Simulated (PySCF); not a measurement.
The geometry has D3d symmetry (within 0.05 Å) and had no frequency check at the DFT level, so a distortion to lower symmetry isn't ruled out.

Delta-SCF ions had no search for a lower state. Excitations are Tamm–Dancoff values on a coarser integration grid. The basis has no diffuse functions, so Rydberg states are missing or too high.

## silicene flake of 1 rings (benzene shape) `[siH]1[siH][siH][siH][siH][siH]1` (charge 0, multiplicity 1)

The numbers are results of PBE-D3(BJ)/def2-SVP in PySCF 2.14.0, not measurements.

| Quantity | Value |
|---|---|
| HOMO | -5.35 eV |
| dipole moment | 0.01 D |
| LUMO | -3.13 eV |
| HOMO–LUMO gap | 2.21 eV |
| S1 excitation (TDA) | 2.36 eV |
| S1 oscillator strength | 0.000 |
| vertical ionisation energy (Delta-SCF) | 7.43 eV |
| total energy | -1739.0722 Ha |
| cost | about 9 core-minutes (a rough figure) |

```xyz
12

Si    -1.9082    -1.1008     0.2092
Si    -1.9032     1.1005    -0.2247
Si    -0.0008     2.2015     0.2256
Si     1.9061     1.0996    -0.2029
Si     1.9052    -1.1017     0.2310
Si     0.0008    -2.1992    -0.2190
H     -3.1895    -1.8406    -0.0702
H     -3.1892     1.8420     0.0269
H      0.0011     3.6831    -0.0429
H      3.1895     1.8405     0.0637
H      3.1893    -1.8421    -0.0338
H     -0.0010    -3.6829     0.0370
```
Charge 0, spin multiplicity 1.
